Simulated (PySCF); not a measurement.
CH7BGe, SMILES B[CH2][GeH3] (CAM-B3LYP/def2-SVP optimised geometry):

```
10

B      1.492    -1.106     0.000
C     -0.043    -1.106     0.000
Ge    -0.577     0.806     0.000
H      2.111    -1.066     1.038
H      2.111    -1.069    -1.038
H     -0.512    -1.521     0.905
H     -0.512    -1.521    -0.904
H     -0.037     1.521    -1.247
H     -2.111     0.860    -0.010
H     -0.054     1.515     1.257
```

Calculation: CAM-B3LYP/def2-TZVP (PySCF).

Question: What are the frontier orbital energies and the dipole moment?

Answer: HOMO-2 -10.78 eV, HOMO-1 -10.47 eV, HOMO -10.18 eV, LUMO -0.26 eV, LUMO+1 1.53 eV; dipole moment 0.96 D.

On the same geometry PBE/def2-TZVP (PySCF 2.14.0) gives HOMO-2 -8.14 eV, HOMO-1 -7.63 eV, HOMO -7.56 eV, LUMO -2.28 eV, LUMO+1 -0.08 eV; dipole moment 1.11 D.

Meta-Löwdin charges at CAM-B3LYP/def2-TZVP: B1 0.00, C2 -0.48, Ge3 0.40, H4 0.00, H5 0.00, H6 0.13, H7 0.13, H8 -0.06, H9 -0.06, H10 -0.06.
